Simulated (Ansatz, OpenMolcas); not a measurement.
# A ladder of methods for SnH4 (SMILES [SnH4])

SnH4 has 5 atoms, charge 0, and is taken as a singlet. SMILES: `[SnH4]`. The coordinates come from a PBE0-D4/def2-TZVP relaxation.

Each level gives the vertical ionisation energy (to the doublet cation) (eV). The values are calculated.

```tsv
level	kind	program	value (eV)	less CCSD(T)/def2-SVPD	CPU time (all runs)
BLYP/def2-SVPD (core potential)	GGA	Ansatz	11.12	-0.53	22 s
r2SCAN/def2-SVPD (core potential)	meta-GGA	Ansatz	11.38	-0.27	35 s
r2SCAN0/def2-SVPD (core potential)	hybrid meta-GGA	Ansatz	11.58	-0.07	57 s
wB97M-V/def2-SVPD (core potential)	range-separated hybrid	Ansatz	11.66	+0.01	2.1 min
B2PLYP/def2-SVPD (core potential)	double hybrid	Ansatz	11.60	-0.05	40 s
RPA@PBE0/def2-SVPD (core potential)	RPA	Ansatz	11.60	-0.05	38 s
MP2/def2-SVPD (core potential)	perturbation theory	Ansatz	11.60	-0.05	12 s
CCSD(T)/def2-SVPD (core potential)	coupled cluster or CI	Ansatz	11.65	0.00	29 s
CCSD(T)/def2-SVPD (core potential), open shells restricted	coupled cluster or CI	OpenMolcas	11.65	0.00	31 s
FCI/STO-3G	exact in the basis	Ansatz	9.53	-2.12	14 s
```

Differences are taken from CCSD(T)/def2-SVPD (core potential) for orientation; it has basis-set and higher-order errors of its own. All-electron rows without a relativistic Hamiltonian named are non-relativistic, while core potentials hold scalar relativity, so basis and relativity change together. Spin-orbit coupling, which can split open shells on such heavy atoms by tenths of an eV, is left out. The values span 9.53 to 11.66 eV. High-level rows in very small sets aren't better than simpler rows in larger ones. In the correlated wave-function rows the outer d shell of Sn is correlated, in sets not made for it. Times are those of the runs behind each value, whatever else they computed, on shared processors of several kinds: orders of magnitude only.
